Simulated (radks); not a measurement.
The numbers below are computed, except where a source is named.
Correlation energies from several functionals, in hartree. Species: Be+ [He] 2s1; Sr [Kr] 5s2; P4+ [Ne] 3s1. Level of theory: non-relativistic Kohn-Sham, exchange-only LDA, spin-polarised, spherical densities, point nucleus (a radial shooting solver on a logarithmic mesh with Libxc functionals). Every spin shell is full or empty, so the densities are truly spherical. Functionals are evaluated on that one density, not self-consistently.

PW92: Be+ -0.17198; Sr -3.4387; P4+ -0.93557
VWN5: Be+ -0.17281; Sr -3.4538; P4+ -0.94037
PBEsol: Be+ -0.068421; Sr -2.1108; P4+ -0.48215
LYP: Be+ -0.061320; Sr -1.8342; P4+ -0.46499
AM05: Be+ -0.15033; Sr -3.1780; P4+ -0.84467
OP (B88): Be+ -0.068301; Sr -1.7648; P4+ -0.45177
TPSS: Be+ -0.051781; Sr -1.8498; P4+ -0.40784
revTPSS: Be+ -0.054699; Sr -1.8796; P4+ -0.41699
SCAN: Be+ -0.050163; Sr -1.8552; P4+ -0.40524
Tao-Mo: Be+ -0.036812; Sr -1.7653; P4+ -0.36870
